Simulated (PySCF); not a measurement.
CF₃GeNO. Atoms are numbered in the order given.

```xyz
7

O     -0.0764     3.4458     0.0000
C      0.1656     2.3080     0.0000
N      0.4892     1.1413     0.0000
Ge     0.0070    -0.5667     0.0000
F     -1.6967    -0.7447     0.0000
F      0.6244    -1.3648    -1.3798
F      0.6244    -1.3648     1.3798
```
Charge 0, spin multiplicity 1.

The structure is a stationary point at B3LYP-D3(BJ)/def2-SVP. This is a generated structure with no PubChem entry under its InChIKey; it may be hypothetical. The values are those of a single conformer.

These are PySCF with PBE/def2-TZVP values and carry that method's errors.

Symmetry labels are those of the subgroup Cs that the program uses (full group Cs).

Computed valence orbital energies around the gap with their symmetry:
```csv
orbital,symmetry,energy (eV)
HOMO−7,A',-10.81
HOMO−6,A",-10.77
HOMO−5,A',-10.77
HOMO−4,A',-10.45
HOMO−3,A",-10.44
HOMO−2,A",-10.22
HOMO−1,A',-8.59
HOMO,A",-8.45
LUMO,A',-2.63
LUMO+1,A",-1.16
LUMO+2,A',-1.12
LUMO+3,A',0.14
```
